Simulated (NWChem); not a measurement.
# 1,3-disilacyclobutane (C$_{2}$H$_{8}$Si$_{2}$); SMILES C1[SiH2]C[SiH2]1

```xyz
12

C      1.3707     0.0000     0.0966
Si     0.0000     1.3277    -0.0450
C     -1.3707     0.0000     0.0966
Si     0.0000    -1.3277    -0.0450
H      1.8722     0.0000     1.0709
H      2.1391     0.0000    -0.6815
H      0.0000     2.3642     1.0275
H      0.0000     2.0177    -1.3661
H     -1.8722     0.0000     1.0709
H     -2.1391     0.0000    -0.6815
H      0.0000    -2.3642     1.0275
H      0.0000    -2.0177    -1.3661
```
Atoms are numbered in this order, from 1.

Results from NWChem. Coordinates come from a B3LYP/6-31G* (spherical d) optimisation. Hybrids' shares of exact exchange are those that their runs print; pure functionals count as 0. The functionals differ in more than this share.

```
row                                    share of exact exchange  highest occupied level (eV)
-------------------------------------  -----------------------  ---------------------------
PBE/def2-TZVP                                             0.00                        -6.52
LDA (Slater exchange, VWN5)/def2-TZVP                     0.00                        -6.62
TPSSh/def2-TZVP                                           0.10                        -7.08
B3LYP/def2-TZVP                                           0.20                     withheld
Hartree-Fock/def2-TZVP                                    1.00                       -10.49
```

Task: Fit a straight line of the last column on the one before it, predict the withheld value, and compare with the run.

Result: 
1. Means of the 4 shown rows: x = 0.275, y = -7.678. Slope Σ(x − x̄)(y − ȳ)/Σ(x − x̄)² = -2.753/0.7075 = -3.891; intercept -6.607.
2. The shown rows scatter about the line by 0.061 (root mean square); the largest residual is +0.09, at PBE/def2-TZVP.
3. At x = 0.20 (B3LYP/def2-TZVP; inside the shown range) the line gives -7.39.
4. The run gives -7.49, -0.10 from the line, 1.6 times the scatter.
